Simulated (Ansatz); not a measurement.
Computed with Ansatz on PBE0-D4/def2-TZVP structures; ΔE is electronic, products minus reactants. CBS: MP2 limit from def2 TZ/QZ plus the TZ coupled-cluster correction, frozen cores. This one scheme is used for every species. DFT in def2-TZVPP. For Ga outer-core shells are correlated without core-valence functions, which leaves a few kJ/mol of doubt a bond. Scalar relativity is left out up to krypton. One conformer a species, not always the lowest.

Reaction (ligand exchange at a Ga–F bond): `[F][Ga]([F])[SH]` + NH₃ → `[NH2][Ga]([F])[SH]` + H–F

```tsv
species	PBE energy (Eh)
`[F][Ga]([F])[SH]`	-2522.91296
NH₃	-56.51059
`[NH2][Ga]([F])[SH]`	-2479.01339
H–F	-100.39340
```

Task: Work out ΔE.

Result: ΔE = (-2479.01339) + (-100.39340) − (-2522.91296) − (-56.51059) = 0.01676 Eh = +10.5 kcal/mol. CCSD(T)/CBS gives +7.3 kcal/mol.

Largest T1 diagnostic among the species: 0.014.

The D4 term adds −1.2 kcal/mol with B3LYP and −0.7 kcal/mol with PBE0; it sums over pairs of atoms, weighted by their polarisabilities, and B3LYP, whose exchange is more repulsive, gets the larger term. In def2-TZVPP, CCSD(T) changes the Hartree–Fock value by −3.2 kcal/mol (the triples alone add −0.2 kcal/mol) and MP2 by −3.9 kcal/mol. From PBE to PBE0 (25 % exact exchange), in def2-TZVPP and without D4, ΔE moves by −1.0 kcal/mol.

B3LYP here is the variant with VWN-RPA as its local correlation; programs differ in this.
